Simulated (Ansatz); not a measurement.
CH₄BrGe (`[CH3][GeH][Br]`) radical, relaxed with UKS PBE-D4/def2-SVP in Ansatz 0.2.0 from a rough embedded geometry. The force threshold is 0.03 eV/Å; the program also tests the step.

Total charge 0; spin multiplicity 2.

Start:

```xyz
7

C    -0.314    0.014    0.790
Ge    0.811    0.298   -0.686
Br   -0.504    0.897   -2.503
H     0.340   -0.306    1.702
H    -1.048   -0.803    0.625
H    -0.901    0.918    1.084
H     1.616   -1.018   -1.012
```

**Question.** By how much does the energy fall, and how many steps does the optimiser take? (An estimate is asked.)

**Answer.** The calculation gave: 14.74 kJ/mol, in 3 steps.

**Question.** Which bonds change most? (Estimate.)

**Answer.** The calculation gave: C1–Ge2 from 1.877 to 1.981 Å; C1–H4 from 1.167 to 1.108 Å; Ge2–Br3 from 2.321 to 2.349 Å; C1–H6 from 1.117 to 1.106 Å.

**Question.** Give the relaxed structure. (Best estimate.)

**Answer.** The calculation gave: 
```xyz
7

C    -0.328    0.006    0.863
Ge    0.864    0.317   -0.688
Br   -0.495    0.858   -2.525
H     0.282   -0.297    1.736
H    -1.041   -0.805    0.608
H    -0.891    0.927    1.105
H     1.609   -1.006   -1.099
```
